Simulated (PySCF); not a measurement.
C₃H₇ClOSi, SMILES C[Si@@H](O)C(=C)Cl.

Geometry optimised at TPSSh-D3(BJ)/def2-SVP. The structure was generated by enumeration; whether it is a known compound was not checked. One conformer was computed; it need not be the lowest.

Level of theory: PySCF with TDA-PBE/def2-SVPD.

Vertical excitations. The molecule is in vacuum.

Problem. List the lowest excited states. (The exact figures need the calculation; the answer reports its results.)

Solution. 
```tsv
state	energy (eV)	λ (nm)	f	main pairs
S1	5.45	227	0.002	HOMO−1→LUMO 99 %
S2	5.70	217	0.005	HOMO→LUMO+1 97 %
S3	6.02	206	0.014	HOMO−2→LUMO 73 %, HOMO→LUMO 15 %
S4	6.10	203	0.136	HOMO→LUMO 44 %, HOMO−2→LUMO 19 %, HOMO→LUMO+2 9 %
S5	6.23	199	0.014	HOMO→LUMO+2 86 %
S6	6.35	195	0.038	HOMO−1→LUMO+1 67 %, HOMO−1→LUMO+2 12 %, HOMO→LUMO 10 %
S7	6.42	193	0.046	HOMO−3→LUMO 87 %
S8	6.78	183	0.001	HOMO→LUMO+3 60 %, HOMO−1→LUMO+2 29 %
S9	6.81	182	0.035	HOMO−1→LUMO+2 39 %, HOMO→LUMO+3 37 %, HOMO−2→LUMO+1 13 %
S10	6.92	179	0.022	HOMO−2→LUMO+1 78 %, HOMO−1→LUMO+2 15 %
T1	3.97	312	0	HOMO→LUMO 97 %
T2	5.11	243	0	HOMO−1→LUMO 99 %
T3	5.53	224	0	HOMO→LUMO+1 92 %
T4	5.86	212	0	HOMO−2→LUMO 97 %
```
Triplets are in the Tamm–Dancoff approximation.
